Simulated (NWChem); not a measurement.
System meant: CH$_{4}$BFS; SMILES CB(F)S

Input file for NWChem:

```
start job
memory heap 200 mb stack 900 mb global 1100 mb
geometry units angstroms noautosym nocenter noautoz
  B     -0.061817     0.402103    -0.104362
  F     -1.254905     0.927151    -0.381588
  C      1.179796     1.350769    -0.030752
  H      1.286162     1.879672    -0.993115
  H      2.132235     0.858233     0.204023
  H      0.992142     2.130995     0.726355
  S     -0.063982    -1.389701     0.152720
  H      1.258246    -1.502898     0.391785
end
basis spherical
  B library 6-31g*
  F library 6-31g*
  C library 6-31g*
  H library 6-31g*
  S library 6-31g*
end
dft
  xc m06-l
  iterations 150
end
property
  shielding 7 1 2 3 4 5 7 8
end
task dft property
```

End of the output:

```
 Vector   23  Occ=0.000000D+00  E= 9.545641D-02
              MO Center=  5.6D-01,  1.6D-01,  3.5D-02, r^2= 5.6D+00
   Bfn.  Coefficient  Atom+Function         Bfn.  Coefficient  Atom+Function
  ----- ------------  ---------------      ----- ------------  ---------------
     6      1.659782  1 B  s                 34     -1.535104  3 C  s
    58     -0.944164  7 S  s                 60     -0.919888  7 S  py
    44      0.787086  4 H  s                 48      0.788055  6 H  s
    68      0.444894  8 H  s                  8     -0.418009  1 B  py
    54     -0.321082  7 S  s                 46      0.271100  5 H  s

 center of mass
 --------------
 x =  -0.16221942 y =  -0.06755505 z =  -0.08607065

 moments of inertia (a.u.)
 ------------------
         421.432605802415         -13.765406887094         -30.318244602169
         -13.765406887094         215.192854609730          54.754544118389
         -30.318244602169          54.754544118389         599.459055904358

     Multipole analysis of the density
     ---------------------------------

     L   x y z        total         alpha         beta         nuclear
     -   - - -        -----         -----         ----         -------
     0   0 0 0     -0.000000    -20.000000    -20.000000     40.000000

     1   1 0 0      0.747857      0.259960      0.259960      0.227937
     1   0 1 0      0.270897      0.522583      0.522583     -0.774270
     1   0 0 1      0.087111      1.336172      1.336172     -2.585232

     2   2 0 0    -22.646508    -67.348547    -67.348547    112.050585
     2   1 1 0     -0.591416     -8.972563     -8.972563     17.353710
     2   1 0 1      0.099590     -7.698105     -7.698105     15.495800
     2   0 2 0    -23.497171   -121.491411   -121.491411    219.485651
     2   0 1 1     -0.054013     13.849273     13.849273    -27.752559
     2   0 0 2    -23.029364    -17.679732    -17.679732     12.330100

          -----------------------------------------
          Chemical Shielding Tensors (GIAO, in ppm)
          -----------------------------------------

 ------------------------------------------------------------------------
  xm06: d2 not coded                    0
 ------------------------------------------------------------------------
 ------------------------------------------------------------------------
  current input line :
    27: task dft property
 ------------------------------------------------------------------------
 ------------------------------------------------------------------------
 This error has not yet been assigned to a category
 ------------------------------------------------------------------------
 For more information see the NWChem manual at https://nwchemgit.github.io

0: xm06: d2 not coded:Received an Error in Communication
```

Question: Find the fault in this run and fix the input.

Answer: The run crashed. Cause: this functional's second derivatives, which shieldings need, aren't coded here; the fix takes a hybrid GGA instead. This input runs:
```
start job
memory heap 200 mb stack 900 mb global 1100 mb
geometry units angstroms noautosym nocenter noautoz
  B     -0.061817     0.402103    -0.104362
  F     -1.254905     0.927151    -0.381588
  C      1.179796     1.350769    -0.030752
  H      1.286162     1.879672    -0.993115
  H      2.132235     0.858233     0.204023
  H      0.992142     2.130995     0.726355
  S     -0.063982    -1.389701     0.152720
  H      1.258246    -1.502898     0.391785
end
basis spherical
  * library 6-31g*
end
dft
  xc pbe0
  iterations 150
end
property
  shielding 7 1 2 3 4 5 7 8
end
task dft property
```
It converges to -563.14736 Ha (PBE0/6-31G* (spherical d), GIAO).
